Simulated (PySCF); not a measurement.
These 2 structures share the formula C3H9BS. Level of theory: PySCF 2.14.0, PBE0-D3(BJ)/def2-SVP geometry optimisation, gas phase. Energies are electronic, without zero-point or thermal terms, for one conformer each. No frequencies were run at this level. Point groups hold within 0.08 Å.

Question: Rank from lowest to highest electronic energy at this level (kJ/mol).
A. `[CH3:1][CH2:2][BH:3][S:4][CH3:5]` with C1–C2–B3–S4 137°, C2–B3–S4–C5 177°
B. `[BH2:1][S:2][CH2:3][CH2:4][CH3:5]` with H–B1–S2–C3 -1° and 179°, B1–S2–C3–C4 167°, S2–C3–C4–C5 -179°

Answer: A (0.0), B (34.1).

```json
{"SMILES": "CCBSC", "E (Eh)": "-542.25967", "E rel (kJ/mol)": "0.0", "dipole (D)": "1.06", "point group": "C1", "A, B, C (MHz)": "12671, 1570, 1478"}
{"SMILES": "BSCCC", "E (Eh)": "-542.24670", "E rel (kJ/mol)": "34.1", "dipole (D)": "1.99", "point group": "C1", "A, B, C (MHz)": "14278, 1667, 1541"}
```
